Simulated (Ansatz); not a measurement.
Species: CH3F3Ge, SMILES `F[C](F)(F)[GeH3]` (charge 0, multiplicity 1), formula CH3F3Ge.

**Question.** How many basis functions does frozen-core CCSD(T)/def2-TZVPP // B3LYP-D3(BJ)/def2-TZVP (Ansatz, a program for electronic structure) use, how many core orbitals are frozen, and how many electrons are correlated?

**Answer.** 214 basis functions and 13 frozen orbitals, which leaves 42 correlated electrons (filled d shells below the valence shell are correlated). Core time is of the order of minutes.
